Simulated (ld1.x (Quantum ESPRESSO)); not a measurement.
## What one change does to a pseudopotential (Cl, PAW)

- Element: Cl
- Generator: ld1.x (Quantum ESPRESSO) 7.5
- Type: PAW
- Functional: PW91
- Relativity: non-relativistic
- Frozen core: [Ne]
- Valence charge: 7
- Reference configuration: 3s2 3p5
- Partial waves: 3s (bound): rcut 1.25, rcutus 1.60 bohr; 3s channel at -0.1 Ry: rcut 1.25, rcutus 1.60 bohr; 3p (bound): rcut 1.30, rcutus 1.80 bohr; 3p channel at -0.3 Ry: rcut 1.30, rcutus 1.80 bohr; 3d channel at 0.4 Ry: rc 1.45 bohr
- Local potential: the d channel
- Core correction: a·sin(br)/r model core, default radius (core density twice the valence density)
- Augmentation charge: PSQ, inside the norm-conserving radii

All-electron outer shells of the reference configuration (PW91, non-relativistic, ld1.x):

```json
{"shell": "2p", "level (eV)": "-191.79", "outermost node (bohr)": "–", "outermost maximum (bohr)": "0.30"}
{"shell": "3s", "level (eV)": "-20.58", "outermost node (bohr)": "0.56", "outermost maximum (bohr)": "1.29"}
{"shell": "3p", "level (eV)": "-8.66", "outermost node (bohr)": "0.53", "outermost maximum (bohr)": "1.43"}
```

Change: waves 3p (bound): rcut 1.30, rcutus 2.18 bohr; 3p channel at -0.3 Ry: rcut 1.30, rcutus 2.18 bohr.

Cutoffs: the cutoffs (Ry, on a coarse ladder) from which the occupation-weighted sum of valence levels, in a spherical-Bessel basis at the reference potential, stays within 10 and 1 mRy of its value at 400 Ry; they do not see the model core or the augmentation charge, which bear on the density cutoff. Errors are all-electron minus pseudo energies relative to the spin-unpolarised reference configuration.

Task: Predict the effect on cutoff, ghosts and configuration errors.

Result: The potential gets softer (21 Ry and 25 Ry → 15 Ry and 25 Ry); the number of tests with a reliable result goes from 7 to 3 (the test run of the changed file stopped, so its transferability is not established); of the 3 tests that both files solve, the error grows in 0 and shrinks in 1 by more than 15 % and 0.3 meV (median size 3.7 → 3.0 meV); neither file shows a bound ghost. A larger radius leaves more room for a smooth pseudo-wave, so fewer plane waves are needed.

| quantity | base | changed |
| --- | --- | --- |
| cutoff, loose | 21 Ry | 15 Ry |
| cutoff, tight | 25 Ry | 25 Ry |
| loose cutoff by channel (10 mRy a level) | s 8 Ry, p 15 Ry | s 8 Ry, p 12 Ry |
| bound ghosts | none | none |
| tests with a reliable result | 7 of 7 | 3 of 7 (the test run stopped) |
| error for 3s2 3p4, meV [ΔE 13.95 eV] | -0.4 | -0.4 |
| error for 3s2 3p3, meV [ΔE 39.47 eV] | -3.7 | -3.0 |
| error for 3s2 3p2, meV [ΔE 77.86 eV] | -16 | -14 |
| lowest overlap eigenvalue by channel | s 0.36, p 0.77 | s 0.36, p 0.91 |
